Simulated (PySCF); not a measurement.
## Continuum solvent and chemical shifts

Bonds (- single, = double, # triple, : aromatic): C1-C2 1.514 Å, C2:P3 1.748 Å, P3:C4 1.733 Å, C4:C5 1.391 Å, C5:C6 1.386 Å, C6-F7 1.338 Å, C6:P8 1.752 Å, P8:C2 1.738 Å. C1 carries H9, H10, H11; C4 carries H12; C5 carries H13.

GIAO PBE0/pcSseg-1 in PySCF on one PBE0-D3(BJ)/def2-SVP conformer, non-relativistic, equivalent nuclei averaged. Solvents enter as an IEF-PCM continuum (chloroform with ε = 4.7, acetonitrile with ε = 35.7) around the gas-phase geometry. Shifts are referred to TMS, CFCl3 computed in the same medium.

Gas phase, δ in ppm: C2 219.1, C6 207.7, C4 165.8, C5 126.6, C1 30.3, F7 -69.6, H12 9.12, H13 7.80, H9/H10/H11 3.25. Dipole moment 1.13 D.

Problem. How does each δ change in the continuum?

Solution. 
```
     atoms                                      environment  Δδ, chloroform  Δδ, acetonitrile
        C2                      substituted aromatic carbon            +2.6              +3.4
        C6                 aromatic carbon bearing fluorine            +0.8              +1.2
        C4                                      aromatic CH            +2.5              +3.6
        C5                                      aromatic CH            +1.7              +2.4
        C1                methyl carbon on an aromatic ring            +0.7              +1.0
        F7                                    aryl fluorine            -2.7              -3.2
       H12                       hydrogen on an aromatic CH           +0.24             +0.34
       H13                       hydrogen on an aromatic CH           +0.23             +0.33
H9/H10/H11  hydrogen on a methyl carbon on an aromatic ring           +0.08             +0.11
```

Changes are relative to the gas phase. The dipole moment becomes 1.40 D in chloroform, 1.51 D in acetonitrile.

Problem. Which nuclei move most (in ppm), and what does the model miss?

Solution. C4 (aromatic CH, +3.6 ppm) in acetonitrile. A continuum only polarises the solute; specific hydrogen bonds, the anisotropy of aromatic solvents and changes of geometry or conformer are outside it.
